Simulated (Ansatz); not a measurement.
`[OH][Al]([SH])[CH2]F` + H₂ → `[CH3][Al]([OH])[SH]` + H–F  (hydrogenolysis of a C–F bond)

Isolated molecules relaxed with PBE0-D4/def2-TZVP in Ansatz; ΔE leaves out vibrations. CBS: MP2 limit from def2 TZ/QZ plus the TZ coupled-cluster correction, frozen cores. This one scheme is used for every species. DFT in def2-TZVPP. B3LYP here is the variant with VWN-RPA as its local correlation; programs differ in this. HSE06 is defined as in plane-wave codes. Each species was taken in one conformer, which may not be the lowest.

`[OH][Al]([SH])[CH2]F`:

Z-matrix (Å, degrees):
```
C
F 1 1.393
Al 1 1.973 2 112.2
H 1 1.097 2 108.0 3 -122.9
H 1 1.097 2 108.0 3 122.9
S 3 2.190 1 116.6 2 -179.6
O 3 1.686 1 120.3 2 0.4
H 6 1.344 3 93.9 1 -179.9
H 7 0.954 3 126.5 1 -180.0
```

H₂:

Z-matrix (Å, degrees):
```
H
H 1 0.746
```

`[CH3][Al]([OH])[SH]`:

Cartesian coordinates in Å:
```
C -0.381 1.317 -0.228
Al -0.011 -0.576 -0.056
O -0.925 -1.693 -0.943
S 1.558 -1.371 1.252
H -0.669 1.754 0.732
H 0.499 1.864 -0.578
H -1.193 1.494 -0.937
H -0.803 -2.640 -0.911
H 1.926 -0.148 1.669
```

H–F:

```xyz
2

F    -0.306    0.043   -0.340
H     0.306   -0.043    0.340
```

```tsv
level	ΔE (kcal/mol)	difference from CCSD(T)/CBS
PBE-D4	-32.8	3.8
B97M-V	-34.3	2.3
B3LYP-D4	-32.7	3.9
r2SCAN0-D4	-35.6	1.0
CAM-B3LYP-D4	-33.2	3.4
ωB97X-V	-33.2	3.4
B2PLYP	-34.6	2.0
B3LYP	-33.1	3.5
r2SCANh	-34.5	2.1
r2SCAN0	-35.6	1.0
HSE06	-35.2	1.4
HF/def2-SVP	-34.4	2.2
MP2/def2-SVP	-35.5	1.1
CCSD(T)/def2-SVP	-33.6	3.0
HF/def2-TZVPP	-35.1	1.5
MP2/CBS(def2)	-38.5	-1.9
CCSD(T)/CBS	-36.6	0
```

Largest T1 diagnostic among the species: 0.012.

From PBE to PBE0 (25 % exact exchange), in def2-TZVPP and without D4, ΔE moves by −2.2 kcal/mol. At CCSD(T), def2-SVP lies +3.0 kcal/mol from the extrapolated value and def2-TZVPP +0.5 kcal/mol. Leaving LDA and LC-ωPBE aside and taking each functional with its dispersion term where it has one, the values, not all of them listed here, spread over 6.5 kcal/mol, from PBE-QIDH to BLYP-D4. LDA lies −1.1 kcal/mol from PBE without D4.
